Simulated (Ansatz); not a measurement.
Dimer: C2H4 (SMILES C=C) (first 6 atoms) with H4OSi (SMILES O[SiH3]); geometry from B3LYP-D3(BJ)/def2-TZVP.
(charge 0, multiplicity 1):
```xyz
12

C     -0.3552    -0.4689    -0.0182
C      0.4663     0.5705     0.0029
H     -1.1645    -0.5394    -0.7351
H     -0.2469    -1.2837     0.6863
H      1.2720     0.6355     0.7235
H      0.3667     1.3942    -0.6938
O      0.6943    -0.9615     3.1659
Si    -0.3191     0.2315     3.7074
H      1.5662    -1.0299     3.5617
H     -0.4201     0.2004     5.1887
H     -1.6363    -0.0423     3.1053
H      0.1543     1.5782     3.3077
```

Basis-set superposition error: the interaction energy with monomers in their own basis, and in the dimer's basis (counterpoise).

Codes used: Ansatz (an electronic-structure program). Each number belongs to the level named beside it.

```tsv
level	uncorrected (meV)	counterpoise (meV)	difference
SVWN5/def2-TZVPPD	-130.3	-126.0	4.3
PBE/def2-TZVPPD	-23.1	-19.2	3.9
BLYP/def2-TZVPPD	43.8	48.2	4.4
r2SCAN/def2-TZVPPD	-56.9	-53.5	3.4
B97M-V/def2-TZVPPD	-80.8	-76.2	4.6
B3LYP/def2-TZVPPD	15.1	18.9	3.8
BHLYP/def2-TZVPPD	-10.9	-7.5	3.4
wB97X-V/def2-TZVPPD	-81.0	-77.5	3.4
wB97M-V/def2-TZVPPD	-81.6	-77.3	4.2
MP2/aug-cc-pV(D+d)Z	-109.7	-59.5	50.2
```

The error is largest for MP2/aug-cc-pV(D+d)Z (50.2 meV) and smallest for BHLYP/def2-TZVPPD (3.4 meV).
